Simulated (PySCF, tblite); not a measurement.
Isomers of C4H9FS2Si, one GFN2-xTB conformer each. Single-point energies are computed at PBE0/pcSseg-1 (PySCF, gas phase, no added dispersion term), electronic only.

Problem. Rank them by PBE0/pcSseg-1 energy, lowest first (kJ/mol).
A. `[F:1][C@@H:2]1[CH2:3][S:4][CH2:5][SiH2:6][S:7][CH2:8]1` with F1–C2–C3–S4 -78°, C2–C3–S4–C5 -104°, C3–S4–C5–Si6 75°, S4–C5–Si6–S7 -53°
B. `[F:1][CH2:2][CH2:3][C@@H:4]1[CH2:5][S:6][SiH2:7][S:8]1` with F1–C2–C3–C4 66°, C2–C3–C4–C5 -170°, C3–C4–C5–S6 180°, C4–C5–S6–Si7 42°, C5–S6–Si7–S8 -11°, S6–Si7–S8–C4 -13°
C. `[CH3:1][C@:2]1([F:3])[CH2:4][SiH2:5][S:6][CH2:7][S:8]1` with C1–C2–C4–Si5 170°, C2–C4–Si5–S6 56°, C4–Si5–S6–C7 -48°, Si5–S6–C7–S8 64°
D. `[CH3:1][C@@H:2]1[SiH2:3][S:4][CH2:5][S:6][C@@H:7]1[F:8]` with C1–C2–Si3–S4 -179°, C2–Si3–S4–C5 48°, Si3–S4–C5–S6 -63°, S4–C5–S6–C7 72°
E. `[CH3:1][CH2:2][C@@H:3]1[CH2:4][S:5][Si@H:6]([F:7])[S:8]1` with C1–C2–C3–C4 -173°, C2–C3–C4–S5 -64°, C3–C4–S5–Si6 -43°, C4–S5–Si6–F7 131°, S5–Si6–S8–C3 13°
F. `[CH3:1][S:2][C@H:3]([SiH2:4][F:5])[C:6]([CH3:7])=[S:8]` with C1–S2–C3–Si4 -161°, S2–C3–Si4–F5 -67°, S2–C3–C6–C7 37°
G. `[CH3:1][S:2]/[CH:3]=[C:4](/[SiH2:5][F:6])[S:7][CH3:8]` with C1–S2–C3–C4 177°, C3–C4–Si5–F6 -5°, C3–C4–S7–C8 83°

Solution. E (0.0), B (204.2), F (243.0), C (253.2), G (254.9), A (267.9), D (275.9).

As drawn, the lowest has an Si–F bond, which the highest lacks; the highest has an Si–C bond, which the lowest lacks. Neighbours about 10 kJ/mol apart or less (CS[C@H]([SiH2]F)C(C)=S and C[C@]1(F)C[SiH2]SCS1; C[C@]1(F)C[SiH2]SCS1 and CS/C=C(/[SiH2]F)SC; F[C@@H]1CSC[SiH2]SC1 and C[C@@H]1[SiH2]SCS[C@@H]1F) can change places with a better method, another conformer or zero-point energy. GFN2-xTB itself gives, in the same order: 0.0, 152.9, 208.1, 243.5, 249.8, 267.9, 254.9. Both levels put the same isomer lowest; measured from each level's own lowest isomer, the values differ by up to 51.3 kJ/mol (FCC[C@@H]1CS[SiH2]S1: 152.9 against 204.2).

Problem. Which frontier levels, dipoles and rotational constants go with these structures?

Solution. 
```tsv
SMILES	HOMO (eV, PBE0/pcSseg-1)	LUMO (eV)	dipole (D)	A, B, C (MHz)
CC[C@@H]1CS[Si@H](F)S1	-7.26	-0.37	2.49	1557, 1040, 860.9
FCC[C@@H]1CS[SiH2]S1	-7.11	-0.37	1.82	2200, 705.1, 605.5
CS[C@H]([SiH2]F)C(C)=S	-6.38	-2.17	2.03	1125, 1097, 706.6
C[C@]1(F)C[SiH2]SCS1	-6.65	0.24	2.25	1847, 1069, 815.3
CS/C=C(/[SiH2]F)SC	-6.55	-0.84	2.14	1328, 821.3, 552.2
F[C@@H]1CSC[SiH2]SC1	-6.62	0.12	1.97	1554, 1103, 720.5
C[C@@H]1[SiH2]SCS[C@@H]1F	-6.67	0.14	1.98	1505, 1221, 812.1
```

Problem. What happens when harmonic zero-point energies from GFN2-xTB frequencies are added?

Solution. 
```tsv
SMILES	ZPE (kJ/mol)	electronic (kJ/mol)	with ZPE (kJ/mol)
CC[C@@H]1CS[Si@H](F)S1	330.2	0.0	0.0
FCC[C@@H]1CS[SiH2]S1	322.5	204.2	196.5
CS[C@H]([SiH2]F)C(C)=S	309.6	243.0	222.4
C[C@]1(F)C[SiH2]SCS1	316.3	253.2	239.2
CS/C=C(/[SiH2]F)SC	305.5	254.9	230.2
F[C@@H]1CSC[SiH2]SC1	318.2	267.9	255.8
C[C@@H]1[SiH2]SCS[C@@H]1F	318.7	275.9	264.4
```

The zero-point energies span 24.7 kJ/mol. The lowest isomer stays, but the order above it changes.
